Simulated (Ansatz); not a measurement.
The same path of a periodic cell of 17 atoms, GaSi₁₆ (host Si, host structure diamond, interstitial Ga) was run twice with different band settings. Lost on the way: Si15–Ga17. Made: Si4–Ga17.

The calculation used DFT LDA, scalar-relativistic, plane waves, PAW (Ansatz 0.2.0). Settings: PAW set soft_1, cutoff 420 eV, k mesh 2x2x2, fermi-dirac smearing 0.02 eV, spin collinear.

Relaxed end points:

```xyz
17
Lattice="0.0000 5.4300 5.4300 5.4300 0.0000 5.4300 5.4300 5.4300 0.0000" Properties=species:S:1:pos:R:3
Si -0.011 -0.020 0.013
Si 1.360 1.352 1.327
Si 2.732 2.724 0.013
Si 4.076 4.066 1.356
Si 2.764 -0.051 2.667
Si 4.105 1.352 4.072
Si 5.420 2.723 2.700
Si 6.791 4.039 4.071
Si -0.044 2.757 2.667
Si 1.361 4.096 4.071
Si 2.733 5.410 2.699
Si 4.047 6.782 4.071
Si 2.764 2.756 5.475
Si 4.075 4.068 6.786
Si 5.387 5.379 5.475
Si 6.791 6.782 6.815
Ga 6.790 6.783 4.070
```

```xyz
17
Lattice="0.0000 5.4300 5.4300 5.4300 0.0000 5.4300 5.4300 5.4300 0.0000" Properties=species:S:1:pos:R:3
Si -0.009 -0.001 -0.003
Si 1.304 1.309 1.308
Si 2.711 2.713 -0.030
Si 4.113 4.117 1.311
Si 2.710 -0.030 2.712
Si 4.113 1.312 4.116
Si 5.455 2.715 2.714
Si 6.770 4.086 4.085
Si -0.035 2.714 2.714
Si 1.306 4.119 4.118
Si 2.711 5.458 2.715
Si 4.083 6.771 4.087
Si 2.711 2.715 5.457
Si 4.083 4.087 6.771
Si 5.428 5.429 5.429
Si 6.771 6.773 6.772
Ga 8.136 8.144 2.712
```

Common settings: climbing image yes; spring 5.0 eV/Å²; optimiser quadratic models (default); end points relaxed.

| run | movable images | start path | force threshold | iteration limit | theory |
| --- | --- | --- | --- | --- | --- |
| 1 | 7 | IDPP | 0.03 eV/Å | 21 | DFT LDA, scalar-relativistic, plane waves, PAW PAW set soft_1, cutoff 420 eV, k mesh 2x2x2, fermi-dirac smearing 0.02 eV, spin collinear |
| 2 | 3 | default | 0.05 eV/Å | 50 | DFT LDA, scalar-relativistic, plane waves, PAW PAW set soft_1, cutoff 300 eV, k mesh 2x2x2, fermi-dirac smearing 0.02 eV, spin collinear |

What does each run give, and how far can it be trusted?

Run 1: converged after 6 iterations, highest image 0.719 eV above the first end. The order of the stationary point at the top wasn't checked.
Run 2: converged after 4 iterations, highest image 0.721 eV above the first end. The order of the stationary point at the top wasn't checked. The plane-wave cutoff is below what these datasets need, so energies and pressures aren't converged.
Limits of this set-up: coarse k mesh, PAW files made for another functional.
